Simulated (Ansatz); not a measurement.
System: LaF2 (charge 0, doublet). The spin state was set by rule; other spins were not relaxed. 
Geometry from a B3LYP-D3(BJ)/def2-TZVP (Ansatz, a program for electronic structure) optimisation:
```xyz
3

La     0.2371     0.1567     0.0399
F     -1.2946     0.6401    -1.3577
F     -0.2073    -1.6326     1.1050
```
Charge 0, spin multiplicity 2.

Parts of the frozen-core correlation energy in def2-SVP (Ansatz, hartree). Frozen orbitals: 6; correlated occupied orbitals by spin: 9 and 8; virtual: 45 and 46. Open shells are spin-unrestricted. Spin-orbit coupling is left out. Past Kr the def2 sets carry scalar-relativistic core potentials.

| term | value |
|---|---|
| reference (HF) | -230.00690 |
| MP2 opposite-spin | -0.30507 |
| MP2 same-spin | -0.12115 |
| CCSD correlation | -0.42390 |
| (T) | -0.00773 |
| T1 diagnostic | 0.021 |
| largest doubles amplitude | 0.019 |
| <S^2> of the reference | 0.751 |
